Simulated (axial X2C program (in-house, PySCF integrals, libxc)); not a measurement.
## Which molecule has these constants?

Calculated with an axial X2C code built on PySCF integrals, spin-free (one-electron X2C) or two-component (2c: spin–orbit coupling with atomic mean-field Coulomb and Gaunt terms, which also bring small scalar terms), in Dyall basis sets with cores contracted in-house; open shells are unrestricted.

A two-component PBE0 calculation in a Dyall 3-zeta basis gave Re = 3.291 Å, ωe = 124.6 cm⁻¹, De = 2.20 eV, dipole magnitude 10.79 D, Ω = 3/2.

Which molecule is it?
A. LiTe
B. TeH
C. NaTe
D. KTe
E. RbTe

E. The others have TeH 1.663 Å and 2129.6 cm⁻¹ (Ω = 3/2); LiTe 2.488 Å and 454.3 cm⁻¹ (Ω = 3/2); KTe 3.160 Å and 167.8 cm⁻¹ (Ω = 3/2); NaTe 2.803 Å and 235.9 cm⁻¹ (Ω = 3/2).

Each entry is the lowest single determinant of a limited PBE0 search at one distance. De goes to single-determinant-based atoms at the same level (for ions the charge split of lowest energy) and is withheld (n/a) where an atom does not fit its ground term or J level. Main or longest-lived isotopes. One determinant is a doubtful description, or other states lie close, for RbTe, KTe; these need not be ground states, and all values refer to the states named. The functionals have no current term, which raises determinants with orbital currents.
